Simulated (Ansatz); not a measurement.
Z-matrix (Å, degrees):
```
C
C 1 1.521
H 1 1.097 2 110.4
H 1 1.094 2 111.9 3 118.9
H 1 1.093 2 112.5 3 -119.8
C 2 1.522 1 112.2 3 -57.2
In 2 2.169 1 111.2 3 177.5
H 2 1.095 1 109.1 3 63.4
H 6 1.097 2 110.3 1 57.8
H 6 1.094 2 111.9 1 -61.0
H 6 1.092 2 112.5 1 177.8
O 7 1.996 2 123.4 1 -7.9
S 7 2.382 2 129.2 1 171.2
H 12 0.960 7 113.7 2 0.0
H 13 1.345 7 91.4 2 -179.3
```

Total charge 0; spin multiplicity 1. In: def2 effective core potential.

**Question.** List the ωB97M-V/def2-TZVPP orbital energies in eV (Ansatz). (Estimate.)

**Answer.** The calculation gave: Occupied: -2426.40, -525.19, -282.06, -281.59, -281.55, -220.37, -163.47, -163.40, -163.31, -131.19, -87.66, -87.40, -87.34, -29.26, -25.20, -24.30, -24.01, -23.97, -23.90, -23.73, -22.30, -21.99, -19.04, -15.67, -15.39, -15.05, -14.19, -13.58, -13.35, -12.43, -12.39, -12.19, -10.86, -10.63, -9.45, -9.43. Lowest empty: 0.56, 0.74, 1.41, 1.95, 2.63, 2.75, 3.67, 3.98.
